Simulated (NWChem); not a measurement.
H$_{2}$BO$_{2}$ cation

```xyz
5

O      0.1969    -1.2355     0.0677
B      0.0000     0.0000     0.0010
O     -0.1969     1.2355     0.0677
H     -0.1461    -2.0529    -0.3236
H      0.1461     2.0529    -0.3236
```
Atoms are numbered in this order, from 1.

Level: PBE0/def2-SVP (NWChem), optimised geometry, unscaled harmonic frequencies. 

| frequency (cm⁻¹) | IR intensity (km/mol) |
|---|---|
| 288 | 242.2 |
| 379 | 308.5 |
| 391 | 34.5 |
| 496 | 239.1 |
| 506 | 119.8 |
| 1108 | 0.2 |
| 2145 | 577.1 |
| 3835 | 1294.4 |
| 3859 | 118.8 |

| Item | Result |
|---|---|
| zero-point energy | 18.6 kcal/mol |
| thermal correction to the enthalpy at 298.15 K (with zero-point energy) | 21.9 kcal/mol |
| heat capacity Cv | 13.4 cal/(mol K) |
| entropy at 298.15 K and 1 atm (symmetry number 2) | 60.1 cal/(mol K) |

Rigid rotor and harmonic oscillator.
